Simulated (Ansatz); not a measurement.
Cartesian coordinates (Å):
```xyz
9

Si    -1.5251     0.0880    -0.3458
O      0.0605    -0.3108    -0.4048
Si     1.5345    -0.1361     0.2831
H     -1.6889     1.5604    -0.4542
H     -2.2118    -0.5730    -1.4795
H     -2.1225    -0.3707     0.9345
H      1.9424     1.2921     0.2675
H      2.5067    -0.9390    -0.4939
H      1.5049    -0.6138     1.6894
```
Charge +1, spin multiplicity 2.

Level of theory: frozen-core CCSD(T)/cc-pVTZ // r2SCAN-D4/def2-TZVP (Ansatz, a quantum-chemistry and plane-wave program). The geometry is that of the parent before the electron was removed.

| Item | Value |
|---|---|
| HF energy | -655.97444 Ha |
| MP2 correlation energy | -0.43728 Ha |

Q: Estimate the CCSD correlation energy, the (T) correction, the total energy and the T1 diagnostic.

A: 
```json
{
  "CCSD correlation energy": "-0.50562 Ha",
  "(T) correction": "-0.01758 Ha",
  "CCSD(T) total energy": "-656.49764 Ha",
  "T1 diagnostic": "0.061"
}
```
